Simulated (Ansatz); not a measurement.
Reaction (redistribution): `S[SiH]1C=C1` + `[SH][Zr]([SH])([SH])[Cl]` → `Cl[SiH]1C=C1` + `[SH][Zr]([SH])([SH])[SH]`

Gas-phase electronic energies from Ansatz, PBE0-D4/def2-TZVP geometries. CCSD(T)/CBS is the MP2 limit (def2-TZVPP, def2-QZVPP) plus CCSD(T) − MP2 in def2-TZVPP, frozen cores. DFT in def2-TZVPP. Elements past krypton have def2 core potentials. For Zr outer-core shells are correlated without core-valence functions, which leaves a few kJ/mol of doubt a bond. One conformer a species, not always the lowest.

| level | ΔE (kJ/mol) | difference from CCSD(T)/CBS |
| --- | --- | --- |
| PBE-D4 | 28.0 | 0.8 |
| revPBE-D4 | 29.0 | 1.8 |
| r2SCAN-D4 | 28.4 | 1.2 |
| ωB97X-V | 30.2 | 3.0 |
| ωB97M-V | 28.0 | 0.8 |
| B2PLYP | 27.4 | 0.2 |
| LC-ωPBE | 31.4 | 4.2 |
| MP2/def2-SVP | 27.7 | 0.5 |
| HF/CBS(def2) | 33.9 | 6.7 |
| CCSD/CBS(def2) | 28.7 | 1.5 |
| CCSD(T)/CBS | 27.2 | 0 |

Task: What do rigid-rotor, harmonic-oscillator terms from PBE0-D4/def2-TZVP frequencies (298.15 K, 1 bar) make of the CCSD(T)/CBS value? (Best estimate.)

Result: Ansatz gave: ΔZPE = -1.2 kJ/mol, ΔH = +26.1 kJ/mol, ΔS = -5 J/(mol·K), ΔG = +27.6 kJ/mol.

Largest T1 diagnostic among the species: 0.019.

Leaving LDA and LC-ωPBE aside and taking each functional with its dispersion term where it has one, the values spread over 2.9 kJ/mol, from B2PLYP to ωB97X-V. In def2-TZVPP, CCSD(T) changes the Hartree–Fock value by −7.8 kJ/mol (the triples alone add −1.5 kJ/mol) and MP2 by −10.1 kJ/mol.
